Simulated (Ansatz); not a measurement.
`C[SiH2][Al]1[CH2][SiH2]1` + `C[SiH]1B[SiH2]1` → `C[SiH2][SiH]1B[SiH2]1` + `[CH3][Al]1[CH2][SiH2]1`  (redistribution)

Isolated molecules relaxed with PBE0-D4/def2-TZVP in Ansatz; ΔE leaves out vibrations. CCSD(T)/CBS is the MP2 limit (def2-TZVPP, def2-QZVPP) plus CCSD(T) − MP2 in def2-TZVPP, frozen cores. DFT in def2-TZVPP. B3LYP here is the variant with VWN-RPA as its local correlation; programs differ in this. One conformer a species, not always the lowest.

`C[SiH2][Al]1[CH2][SiH2]1`:

```xyz
14

C    -2.494   -0.054   -1.652
Si   -1.861   -0.316    0.098
Al    0.550    0.034    0.344
C     2.023   -0.152    1.630
Si    2.807    0.572    0.036
H    -2.022   -0.754   -2.344
H    -3.575   -0.205   -1.696
H    -2.273    0.958   -1.995
H    -2.199   -1.694    0.562
H    -2.543    0.630    1.031
H     2.380   -1.132    1.952
H     2.022    0.528    2.486
H     3.773   -0.340   -0.636
H     3.413    1.924    0.184
```

`C[SiH]1B[SiH2]1`:

Z-matrix (Å, degrees):
```
C
Si 1 1.868
H 1 1.092 2 111.5
H 1 1.095 2 108.1 3 117.9
H 1 1.090 2 112.0 3 -122.8
B 2 1.880 1 129.2 3 125.7
Si 2 2.685 1 98.3 3 90.5
H 2 1.492 1 108.7 3 -56.5
H 6 1.191 2 123.3 1 173.5
H 7 1.485 2 89.1 1 -5.2
H 7 1.489 2 144.1 1 -127.3
```

`C[SiH2][SiH]1B[SiH2]1`:

```xyz
14

C    -0.056    0.955    1.945
Si   -0.016   -0.809    1.319
Si   -0.798   -1.035   -0.876
B    -0.949    0.294   -2.218
Si    0.898    0.566   -1.955
H     0.608    1.602    1.371
H    -1.068    1.360    1.877
H     0.257    0.984    2.991
H    -0.934   -1.650    2.142
H     1.347   -1.394    1.448
H    -1.277   -2.426   -1.131
H    -1.490    0.176   -3.272
H     1.952    0.546   -3.004
H     1.525    0.831   -0.636
```

`[CH3][Al]1[CH2][SiH2]1`:

```xyz
11

C    -0.899    0.435    2.135
Al   -0.003    0.128    0.436
C    -0.309   -0.551   -1.365
Si    1.525    0.036   -1.320
H    -1.667    1.206    2.018
H    -1.407   -0.476    2.465
H    -0.212    0.752    2.922
H    -0.355   -1.649   -1.313
H    -0.972   -0.211   -2.160
H     2.575   -0.951   -1.701
H     1.725    1.281   -2.117
```

| species | B3LYP-D4 energy (Eh) |
| --- | --- |
| `C[SiH2][Al]1[CH2][SiH2]1` | -903.14367 |
| `C[SiH]1B[SiH2]1` | -646.18955 |
| `C[SiH2][SiH]1B[SiH2]1` | -936.92565 |
| `[CH3][Al]1[CH2][SiH2]1` | -612.41015 |

Task: Work out ΔE.

Result: ΔE = (-936.92565) + (-612.41015) − (-903.14367) − (-646.18955) = -0.00258 Eh = -1.6 kcal/mol. CCSD(T)/CBS gives -2.5 kcal/mol.

Largest T1 diagnostic among the species: 0.015.

In def2-TZVPP, CCSD(T) changes the Hartree–Fock value by −1.8 kcal/mol (the triples alone add −0.3 kcal/mol) and MP2 by −2.4 kcal/mol. The D4 term adds −1.1 kcal/mol with B3LYP and −0.6 kcal/mol with PBE0; it sums over pairs of atoms, weighted by their polarisabilities, and B3LYP, whose exchange is more repulsive, gets the larger term.
